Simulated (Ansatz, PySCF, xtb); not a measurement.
Bonds broken one at a time in the series Ga Br-H. Isolated molecules, 0 K electronic values unless said otherwise. Strings in code marks are SMILES.

Quantity: homolytic bond dissociation enthalpy at 298 K (no spin–orbit term), in eV. Enthalpy corrections at 298 K come from GFN2-xTB frequencies (xtb).

Level 1: TPSSh-D3(BJ)/def2-TZVP (PySCF)
Level 2: B3LYP/6-31G* // TPSSh-D3(BJ)/def2-TZVP (PySCF)
Level 3: PBE/6-31G* // TPSSh-D3(BJ)/def2-TZVP (PySCF)
Level 4: HF/cc-pVTZ // TPSSh-D3(BJ)/def2-TZVP (Ansatz, a program for electronic structure)

```tsv
species	level 1	level 2	level 3	level 4
Br–Ga bond of `[Br][Ga]([Br])[Br]`, giving `[Br]` and `[Br][Ga][Br]`	3.69	___	3.53	2.75
Br–Ga bond of `[Br][GaH][Br]`, giving `[Br]` and `[GaH][Br]`	3.90	3.58	3.77	2.91
Ga–Br bond of `[GaH2][Br]`, giving `[Br]` and `[GaH2]`	4.11	___	___	3.08
```

**Question.** Fill in the missing entries.

**Answer.** 
- Br–Ga bond of `[Br][Ga]([Br])[Br]`, giving `[Br]` and `[Br][Ga][Br]`, level 2: 3.33
- Ga–Br bond of `[GaH2][Br]`, giving `[Br]` and `[GaH2]`, level 2: 3.85
- Ga–Br bond of `[GaH2][Br]`, giving `[Br]` and `[GaH2]`, level 3: 4.03
